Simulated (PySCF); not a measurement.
## Excitation energy of Be by level of theory

Be [He] 2s2 (1S) → Be [He] 2p2 (3P), as a difference of total energies. Computed with PySCF 2.14 in aug-cc-pVTZ, with no relativity, point nucleus. Correlated levels: valence: 1s2 frozen. The calculations carry no spin-orbit coupling.

```
           method  excitation energy (eV)
              UHF                   6.446
    MP2 (valence)                   7.053
SCS-MP2 (valence)                   7.317
   CCSD (valence)                   7.438
```

How much does correlation contribute at MP2 (valence)?

7.053 − (6.446) = 0.607 eV, measured against UHF.

Errors of the correlated levels include the incompleteness of this basis and the frozen core.

With two correlated electrons CCSD is exact in that space.

For comparison: 7.401 eV (measured; NIST levels, between the centres of gravity of the two terms).
